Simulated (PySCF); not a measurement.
Species: N-formylpyrrolidine, C5H9NO.
Numbering: `[O:1]=[CH:2][N:3]1[CH2:4][CH2:5][CH2:6][CH2:7]1` (hydrogens: H8 on C2; H9, H10 on C4; H11, H12 on C5; H13, H14 on C6; H15, H16 on C7)

The geometry is computed with GFN2-xTB (gas phase).

Some entries are withheld. Bonds in one row agree within 0.01 Å.

| coordinate | value |
| --- | --- |
| O1=C2 | ? |
| C2–N3 | ? |
| N3–C4, N3–C7 | 1.452 Å |
| C4–C5, C6–C7 | ? |
| C5–C6 | ? |
| C2–H8 | 1.108 Å |
| C4–H9 and 3 like bonds | 1.094 Å |
| C5–H11 and 3 like bonds | 1.089 Å |
| O1–C2–N3 | 125.0° |
| C2–N3–C4 | ? |
| C2–N3–C7 | ? |
| C4–N3–C7 | 112.1° |
| N3–C4–C5 | ? |
| C4–C5–C6 | 102.6° |

Estimate the withheld lengths and angles.

- O1=C2 = 1.209 Å, drawn double (amide oxygen to amide carbonyl carbon); 0.18 Å below the sum of covalent radii, 1.39 Å.
- C2–N3 = 1.337 Å, drawn single (amide carbonyl carbon to amide nitrogen); 0.10 Å below the sum of covalent radii, 1.44 Å.
- C4–C5, C6–C7 = 1.527 Å, drawn single (sp3 carbon bound to nitrogen to ring CH2 carbon); 0.01 Å above the sum of covalent radii, 1.52 Å.
- C5–C6 = 1.529 Å, drawn single (both ends ring CH2 carbon); 0.01 Å above the sum of covalent radii, 1.52 Å.
- C2–N3–C4 = 122.2°, at the amide nitrogen; the outer atoms are 2.444 Å apart.
- C2–N3–C7 = 125.6°, at the amide nitrogen; the outer atoms are 2.479 Å apart.
- N3–C4–C5 = 103.9°, at the sp3 carbon bound to nitrogen, inside a 5-membered ring; the outer atoms are 2.346 Å apart.

Radii are Cordero's, carbon taken as 0.76, 0.73 or 0.69 Å for four, three, and two or fewer neighbours.

Not checked by GFN2-xTB frequencies. The numbers are those of one conformer (O1–C2–N3–C4 0°, C2–N3–C4–C5 166°, N3–C4–C5–C6 31°, C4–C5–C6–C7 -39°, C5–C6–C7–N3 32°).
